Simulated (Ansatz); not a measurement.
`[GeH3][S][GeH3]` + `BO` → `B[O][GeH3]` + `[SH][GeH3]` at 600 K and 1 bar (ligand exchange at a Ge–S bond).

Gas-phase electronic energies from Ansatz, PBE0-D4/def2-TZVP geometries. CBS: MP2 limit from def2 TZ/QZ plus the TZ coupled-cluster correction, frozen cores. This one scheme is used for every species. For Ge outer-core shells are correlated without core-valence functions, which leaves a few kJ/mol of doubt a bond. Scalar relativity is left out up to krypton.

| species | CCSD(T)/CBS energy (Eh) | H − E (kJ/mol) | S (J/(mol·K)) |
| --- | --- | --- | --- |
| `[GeH3][S][GeH3]` | -4553.63258 | 186.9 | 445.2 |
| `BO` | -101.80414 | 119.7 | 267.1 |
| `B[O][GeH3]` | -2179.12438 | 175.0 | 373.9 |
| `[SH][GeH3]` | -2476.30083 | 123.6 | 342.5 |

H − E and S are ideal-gas, rigid-rotor, harmonic terms from PBE0-D4/def2-TZVP. 1 Eh = 2625.50 kJ/mol, R = 8.31446 J/(mol·K).

Problem. By hand: ΔE, ΔH, ΔS and ΔG.

Solution. ΔE = (-2179.12438) + (-2476.30083) − (-4553.63258) − (-101.80414) = 0.01151 Eh = 30.2 kJ/mol. Δ(H − E) = 175.0 + 123.6 − 186.9 − 119.7 = -8.0, so ΔH = 22.2 kJ/mol. ΔS = 373.9 + 342.5 − 445.2 − 267.1 = 4.1 J/(mol·K). ΔG = 22.2 − 600 × (4.1)/1000 = 19.7 kJ/mol.

Problem. By hand: the equilibrium constant, and the temperature at which ΔG would vanish if ΔH and ΔS stayed fixed.

Solution. log₁₀ K = −ΔG/(RT ln 10) = -1.7. ΔG = 0 at ΔH/ΔS = 5415 K, far beyond where these terms or the molecules hold.

The number of gas molecules stays the same, so ΔS is small and ΔH decides. A doubt of 5 kJ/mol in ΔE shifts log₁₀ K by 0.4 here. Modes under 60 cm⁻¹, often nearly free rotors, make the harmonic entropy too high. These are equilibria of isolated gas molecules and say nothing of rates. Largest T1 diagnostic: 0.014 (customary marks: 0.02 for closed shells, 0.045 for open ones).
